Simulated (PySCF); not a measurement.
Species: C6H9N2 (doublet state).
Cartesian coordinates in Å at the PBE0-D3(BJ)/def2-SVP level; atoms count from 1:
```xyz
17
C6H9N2 angstrom
C     -1.616    1.115    0.630
C     -0.838    0.169   -0.273
C     -1.464   -1.224   -0.357
C      0.603    0.090    0.087
N      1.211    0.954    0.955
C      2.464    0.558    0.965
C      2.605   -0.587    0.061
N      1.437   -0.854   -0.468
H     -2.648    1.227    0.266
H     -1.656    0.725    1.658
H     -1.145    2.106    0.674
H     -0.842    0.586   -1.303
H     -0.869   -1.884   -1.003
H     -1.517   -1.683    0.642
H     -2.486   -1.159   -0.757
H      3.237    1.042    1.567
H      3.509   -1.156   -0.170
```

The hyperfine couplings belong to this conformer and change with its torsions.

The species is `CC(C)C1=NC=C[N]1` [radical].

Level of theory: UKS B3LYP, IGLO-III on C N, pcH-1 on H, non-relativistic, mean-field spin-orbit, GIAO in PySCF. Geometry: PBE0-D3(BJ)/def2-SVP, one conformer, isolated molecule. Stability of the SCF solution: not tested.

Principal values of hyperfine tensors in MHz (contact and dipolar terms together), for some of the nuclei:

| atom | isotope | A1 | A2 | A3 |
| --- | --- | --- | --- | --- |
| H12 | 1H | 84.13 | 86.98 | 93.59 |
| C4 | 13C | 7.84 | 9.83 | 127.35 |
| H16 | 1H | -45.40 | -31.67 | -11.35 |
| H17 | 1H | -40.35 | -28.55 | -9.68 |
| C6 | 13C | -8.48 | -6.02 | 83.98 |
| C3 | 13C | 18.49 | 18.71 | 24.06 |
| C2 | 13C | -17.42 | -15.77 | -12.86 |
| N5 | 14N | -7.77 | -2.26 | -1.83 |

**Question.** Split each tensor into its isotropic and traceless parts, and turn a_iso into mT with g = 2.0024.

**Answer.** a_iso = (A1 + A2 + A3)/3, Ti = Ai − a_iso; 1 mT corresponds to 28.025 MHz.

| atom | a_iso (MHz) | a_iso (mT) | T1 | T2 | T3 |
| --- | --- | --- | --- | --- | --- |
| H12 | 88.23 | 3.148 | -4.10 | -1.25 | 5.35 |
| C4 | 48.34 | 1.725 | -40.50 | -38.51 | 79.01 |
| H16 | -29.47 | -1.052 | -15.92 | -2.20 | 18.12 |
| H17 | -26.19 | -0.935 | -14.16 | -2.36 | 16.52 |
| C6 | 23.16 | 0.826 | -31.64 | -29.18 | 60.82 |
| C3 | 20.42 | 0.729 | -1.93 | -1.71 | 3.64 |
| C2 | -15.35 | -0.548 | -2.07 | -0.42 | 2.49 |
| N5 | -3.95 | -0.141 | -3.82 | 1.69 | 2.13 |

**Question.** What spin density at the nucleus of C4 lies behind its contact coupling (g_N = 1.40482)?

**Answer.** a_FC = 800.24 MHz bohr³ × g_N × ρ(0)/(2S). With a_FC = 48.34 MHz and 2S = 1, ρ(0) = 0.043 bohr⁻³.

**Question.** C7 (13C, g_N = 1.40482) isn't in the table. Its spin density at the nucleus is 0.01542 bohr⁻³. What is its contact coupling?

**Answer.** By the same relation, a_FC = 17.34 MHz. Its full tensor has the principal values -10.13, -7.84, 69.99 MHz.

**Question.** Name the largest traceless tensor T of the table and describe it.

**Answer.** C4: -40.5, -38.5, 79.0 MHz, nearly axial, close to the ratio −1:−1:+2, the form that spin in one p orbital centred on that nucleus gives.

**Question.** What first-order splitting does H16 cause when the field lies along A1, A2 or A3 of its tensor (g taken as isotropic, no quadrupole term)?

**Answer.** 2 lines (I = 1/2), spaced by |A_i|/(g × 13.996): 1.62, 1.13, 0.41 mT along the axes of A1, A2 and A3.

The SMILES draws the unpaired electron on N8; the largest computed Mulliken spin population is on C4 (0.48 against -0.07).
